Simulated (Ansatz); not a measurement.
Computed with Ansatz on PBE0-D4/def2-TZVP structures; ΔE is electronic, products minus reactants. CCSD(T)/CBS is the MP2 limit (def2-TZVPP, def2-QZVPP) plus CCSD(T) − MP2 in def2-TZVPP, frozen cores. DFT in def2-TZVPP. B3LYP here is the variant with VWN-RPA as its local correlation; programs differ in this. HSE06 is defined as in plane-wave codes. Each species was taken in one conformer, which may not be the lowest.

Consider the formal exchange of groups at the Si–C bond: `CC(C)[Si]Cl` + `COC(C)=O` → `C[Si]Cl` + `CC(=O)OC(C)C`.

```
             level  ΔE (kJ/mol)  difference from CCSD(T)/CBS
       LDA (SPW92)        -40.5                         -0.3
            PBE-D4        -36.2                          4.0
         revPBE-D4        -33.0                          7.2
           BLYP-D4        -35.4                          4.8
         r2SCAN-D4        -42.7                         -2.5
            B97M-V        -45.6                         -5.4
           PBE0-D4        -37.8                          2.4
          B3LYP-D4        -37.6                          2.6
        r2SCANh-D4        -42.6                         -2.4
          BHLYP-D4        -39.6                          0.6
      CAM-B3LYP-D4        -42.1                         -1.9
           ωB97X-V        -41.3                         -1.1
           ωB97M-V        -41.3                         -1.1
            B2PLYP        -41.1                         -0.9
          PBE-QIDH        -39.4                          0.8
               PBE        -38.9                          1.3
            revPBE        -39.0                          1.2
            r2SCAN        -43.0                         -2.8
              PBE0        -40.1                          0.1
             B3LYP        -42.6                         -2.4
           r2SCAN0        -42.7                         -2.5
             HSE06        -40.0                          0.2
             BHLYP        -44.3                         -4.1
         CAM-B3LYP        -44.6                         -4.4
           LC-ωPBE        -41.8                         -1.6
RPA@PBE/def2-TZVPP        -37.9                          2.3
       HF/def2-SVP        -43.7                         -3.5
      MP2/def2-SVP        -36.7                          3.5
     CCSD/def2-SVP        -38.5                          1.7
  CCSD(T)/def2-SVP        -38.0                          2.2
     HF/def2-TZVPP        -46.5                         -6.3
    MP2/def2-TZVPP        -37.0                          3.2
SCS-MP2/def2-TZVPP        -37.4                          2.8
   CCSD/def2-TZVPP        -40.7                         -0.5
CCSD(T)/def2-TZVPP        -39.6                          0.6
     HF/def2-QZVPP        -46.8                         -6.6
    MP2/def2-QZVPP        -37.4                          2.8
SCS-MP2/def2-QZVPP        -38.0                          2.2
      HF/CBS(def2)        -46.9                         -6.7
     MP2/CBS(def2)        -37.6                          2.6
       CCSD(T)/CBS        -40.2                            0
```

Largest T1 diagnostic among the species: 0.014.

Leaving LDA and LC-ωPBE aside and taking each functional with its dispersion term where it has one, the values spread over 12.6 kJ/mol, from B97M-V to revPBE-D4. In def2-TZVPP, CCSD(T) changes the Hartree–Fock value by +6.9 kJ/mol (the triples alone add +1.1 kJ/mol) and MP2 by +9.5 kJ/mol. The D4 term adds +5.0 kJ/mol with B3LYP and +2.3 kJ/mol with PBE0; it sums over pairs of atoms, weighted by their polarisabilities, and B3LYP, whose exchange is more repulsive, gets the larger term.
